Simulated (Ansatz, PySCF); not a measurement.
3-methoxypropanenitrile (C₄H₇NO), SMILES COCCC#N. Atoms are numbered in the order given.

```xyz
13

C      2.6754    -0.1886     0.4525
O      1.4630    -0.6630    -0.0721
C      0.3787     0.1822     0.1851
C     -0.8536    -0.4647    -0.4445
C     -2.0651     0.3366    -0.2379
N     -3.0075     0.9831    -0.0638
H      2.6312    -0.0826     1.5544
H      2.9514     0.7940     0.0217
H      3.4577    -0.9179     0.1989
H      0.2219     0.3168     1.2748
H      0.5414     1.1901    -0.2481
H     -0.6869    -0.5961    -1.5247
H     -1.0039    -1.4654    -0.0109
```
Charge 0, spin multiplicity 1.

Geometry optimised at ωB97X-D3(BJ)/def2-SVP. One conformer was computed; it need not be the lowest.

Two levels are set side by side: PBE-D3(BJ)/def2-SVP (Ansatz, an electronic-structure program) and ωB97X-D3(BJ)/def2-SVP (PySCF). Each level has its own optimised geometry; the coordinates shown are those of the second. Frequencies come from the Hessian of PySCF at each geometry. Differences are taken from unrounded values.

| quantity | ωB97X-D3(BJ) |
|---|---|
| mean bond length (Å) | 1.224 |
| bond C1–O2 (Å) | 1.404 |
| bond O2–C3 (Å) | 1.399 |
| bond C3–C4 (Å) | 1.528 |
| bond C4–C5 (Å) | 1.467 |
| bond C5–N6 (Å) | 1.156 |
| bond C1–H7 (Å) | 1.108 |
| bond C1–H8 (Å) | 1.108 |
| bond C1–H9 (Å) | 1.099 |
| bond C3–H10 (Å) | 1.109 |
| bond C3–H11 (Å) | 1.109 |
| bond C4–H12 (Å) | 1.101 |
| bond C4–H13 (Å) | 1.101 |
| highest harmonic wavenumber (cm⁻¹) | 3176 |
| mean harmonic wavenumber (cm⁻¹) | 1445 |
| zero-point energy (kcal/mol) | 68.18 |

Task: What does PBE-D3(BJ) give, and how far is it from ωB97X-D3(BJ)? (The exact figures need the calculation; the answer reports its results.)

Result: 
```
quantity                            PBE-D3(BJ)  PBE-D3(BJ) minus ωB97X-D3(BJ)
----------------------------------  ----------  -----------------------------
mean bond length (Å)                     1.232                          0.008
bond C1–O2 (Å)                           1.409                          0.005
bond O2–C3 (Å)                           1.405                          0.006
bond C3–C4 (Å)                           1.534                          0.006
bond C4–C5 (Å)                           1.460                         -0.008
bond C5–N6 (Å)                           1.171                          0.015
bond C1–H7 (Å)                           1.117                          0.010
bond C1–H8 (Å)                           1.117                          0.010
bond C1–H9 (Å)                           1.107                          0.008
bond C3–H10 (Å)                          1.119                          0.010
bond C3–H11 (Å)                          1.119                          0.010
bond C4–H12 (Å)                          1.110                          0.010
bond C4–H13 (Å)                          1.110                          0.010
highest harmonic wavenumber (cm⁻¹)        3071                           -106
mean harmonic wavenumber (cm⁻¹)           1384                            -62
zero-point energy (kcal/mol)             65.28                          -2.90
```

GGA bonds tend to be longer and softer than those of functionals with exact exchange. Differences between two approximate levels are no errors against the true value.
